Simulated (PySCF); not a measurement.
Magnetisability: `InChI=1S/C6H8N2SSe/c1-3-4-5(7)6(9-2)10-8-4/h3H,1,7H2,2H3`

Geometry (Å), atoms numbered from 1 in this order:
```xyz
18

C    -3.6611    0.5285    0.4035
C    -2.5874   -0.2465    0.5127
C    -1.2275    0.2356    0.3544
N    -1.0058    1.5241    0.2093
Se    0.7130    1.8936    0.0879
C     1.0908    0.0612    0.2137
S     2.6828   -0.6819    0.2005
C     3.7062    0.7617   -0.1765
C    -0.0896   -0.6370    0.3585
N    -0.1641   -2.0041    0.5508
H    -4.6563    0.1428    0.5413
H    -3.5597    1.5749    0.1746
H    -2.6884   -1.2966    0.7529
H     4.7315    0.4125   -0.2430
H     3.6087    1.4888    0.6274
H     3.3893    1.1917   -1.1242
H     0.6913   -2.4953    0.3358
H    -0.9824   -2.4477    0.1621
```

Computed, not measured: GIAO KT3/pcSseg-1 magnetisability, rotational g tensor and spin-rotation constants, non-relativistic, gas phase in PySCF. Geometry: GFN2-xTB.

The calculation is non-relativistic, which matters for the atoms heavier than Zn.

What are the magnetisability and the molar susceptibility?

Isotropic -1808 × 10⁻³⁰ J/T², or -108.9 × 10⁻⁶ cm³/mol; principal values -2308, -1589, -1527 × 10⁻³⁰ J/T², anisotropy 752 × 10⁻³⁰ J/T² (root of half the summed squared differences of the principal values). The susceptibility is in cgs units.

Split it along the inertial axes a, b, c into diamagnetic and paramagnetic parts about the centre of mass, with the quadrupole moment.


```csv
axis,χ (10⁻⁶ cm³/mol),diamagnetic (10⁻⁶ cm³/mol),paramagnetic (10⁻⁶ cm³/mol),summed x² of all electrons (Å²),quadrupole Θ (D Å)
a,-95.2,-905.3,810.1,448.3,+10.14
b,-92.5,-1984.4,1891.9,193.9,+2.90
c,-139.0,-2724.4,2585.4,19.5,-13.03
```
Anisotropies 2χaa − χbb − χcc = +41.2 and 2χbb − χaa − χcc = +49.2 × 10⁻⁶ cm³/mol. Θ is traceless in Buckingham's convention.

And the rotational g tensor?


```tsv
axis	rotational constant (GHz)	g	nuclear part	electronic part
a	1.4193	-0.0282	0.5120	-0.5402
b	0.6474	-0.0124	0.5630	-0.5754
c	0.4465	+0.0032	0.5455	-0.5423
```
Asymmetric top; isotopes 12C, 1H, 14N, 32S, 80Se; no vibrational averaging.
